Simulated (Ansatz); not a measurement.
Geometry optimisation, RKS PBE0-D4/def2-SVP in Ansatz.

input.yaml

```yaml
crystal:
  periodic: [false, false, false]
  atoms:
    - { symbol: Si, position_ang: [-0.407337, 0.182897, -0.44074] }
    - { symbol: Si, position_ang: [-0.212609, -0.208436, 2.960373] }
    - { symbol: H, position_ang: [-0.83311, -0.832543, 4.167317] }
    - { symbol: H, position_ang: [0.970594, -1.017453, 2.546913] }
    - { symbol: H, position_ang: [0.196361, 1.190671, 3.264885] }
    - { symbol: F, position_ang: [0.738869, 0.959177, 0.367912] }
    - { symbol: F, position_ang: [-0.247163, 0.587112, -1.980627] }
    - { symbol: H, position_ang: [-0.285881, -1.270202, -0.302384] }
    - { symbol: F, position_ang: [-1.829, 0.717816, 0.046115] }
    - { symbol: H, position_ang: [-1.204925, -0.192939, 1.872036] }
basis:
  gaussian: { orbitals: def2-SVP }
hamiltonian:
  xc: pbe0
  dispersion: d4
relax:
  f_tol: 0.03
  max_steps: 50
```

Command:

```bash
$ ansatz run input.yaml --threads 2 --pin off --max-ram 3072MiB --backend cpu --events-out ev --progress --plain --runs-dir out
```

Q: Where does it end, and by what steps?

A: The run converged. The force dipped under the threshold on the way, but the program's further checks kept it going. After 6 steps the energy has fallen by 0.158 eV; F9 moved furthest, 0.54 Å.

```csv
step,energy less start (eV),largest force component (eV/Å),accepted
0,0.0000,0.552,yes
1,-0.1138,0.187,yes
2,-0.1457,0.307,yes
3,-0.1371,0.714,no
4,-0.1555,0.095,yes
5,-0.1575,0.020,yes
6,-0.1581,0.029,yes
```

```xyz
10
Properties=species:S:1:pos:R:3
Si -0.440 0.224 -0.709
Si -0.178 -0.246 3.217
H -0.595 -0.880 4.503
H 0.921 -1.048 2.602
H 0.284 1.149 3.465
F 0.525 0.996 0.312
F 0.013 0.611 -2.192
H -0.369 -1.226 -0.504
F -1.926 0.766 -0.483
H -1.351 -0.229 2.290
```

Whether the end is a true minimum wasn't checked by a vibrational analysis.

Time of the run: 15 s on 2 threads of Arm Neoverse V2 (shared host), peak memory 0.22 GiB.
